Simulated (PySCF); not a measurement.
Correlation energy of Tc²⁺ (technetium, charge +2)

[Kr] 4d5, high-spin 6S determinant. All numbers are calculated (PySCF 2.14, a scalar-relativistic core potential, in def2-TZVPPD with the def2 core potential (28 electrons) (6s4p3d2f1g, 56 functions)). Frozen: nothing; 13 electrons correlated.

```csv
level,correlation energy (mhartree)
CCSD,-339.19
(T),-7.32
CCSD(T),-346.51
```

Diagnostics: T1 = 0.0026, D1 = 0.0048, largest double amplitude 0.022.

Cost of the coupled-cluster step: roughly 10 core-seconds, for 13 correlated electrons.

The basis has no tight functions for the innermost shells, so their pair energies are far from complete.

This basis was not built for core-valence correlation, so the inner-shell part is incomplete.
